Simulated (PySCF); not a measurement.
**Correlation energy of He (helium, neutral)**

1s2, closed-shell 1S. All numbers are calculated (PySCF 2.14, scalar relativity by spin-free X2C-1e, in cc-pVDZ-DK). Frozen: nothing; 2 electrons correlated.

Total MP2 correlation energy: -25.83 mhartree.

Same-spin part 0.00 and opposite-spin part -25.83 mhartree; SCS-MP2 scales them by 1/3 and 6/5 to -31.00 mhartree.

With two correlated electrons CCSD is exact within the correlated space (frozen core and kept virtual orbitals).

```
level  correlation energy (mhartree)
 CCSD                         -32.44
```

Diagnostics: T1 = 0.00055, D1 = 0.0008, largest double amplitude 0.065.

Cost of the coupled-cluster step: 0.03 s of wall time on 1 thread of AMD EPYC 7B13 (shared host), for 2 correlated electrons.
